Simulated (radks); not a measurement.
Coulomb parameter of the 3d shell of the titanium ion Ti2+ in the model configuration [Ar] 3d1 4p1, as a second difference U = [E(n + 0.5) + E(n - 0.5) - 2 E(n)] / (0.5)^2 with all orbitals relaxed. "Bare": the charge of the atom changes with n. "Screened": the 4p shell takes up the change at fixed total charge, which measures U(3d,3d) + U(4p,4p) - 2 U(3d,4p). Method: scalar-relativistic Kohn-Sham, PBEsol, spin-unpolarised, spherical densities, finite nucleus; Fermi nuclear charge, rms radius 3.5921 fm; computed with a radial shooting solver on a logarithmic mesh with Libxc functionals.

| case | configuration | E - E(n) (eV) |
|---|---|---|
| start | [Ar] 3d1 4p1 | 0.000 |
| bare +0.5 | [Ar] 3d1.5 4p1 | -11.112 |
| bare -0.5 | [Ar] 3d0.5 4p1 | 14.827 |
| screened +0.5 | [Ar] 3d1.5 4p0.5 | -5.058 |
| screened -0.5 | [Ar] 3d0.5 4p1.5 | 6.120 |

U(bare) = 14.859 eV, U(screened by 4p) = 4.247 eV, against the Slater integral F0(3d,3d) = 19.299 eV with frozen orbitals.
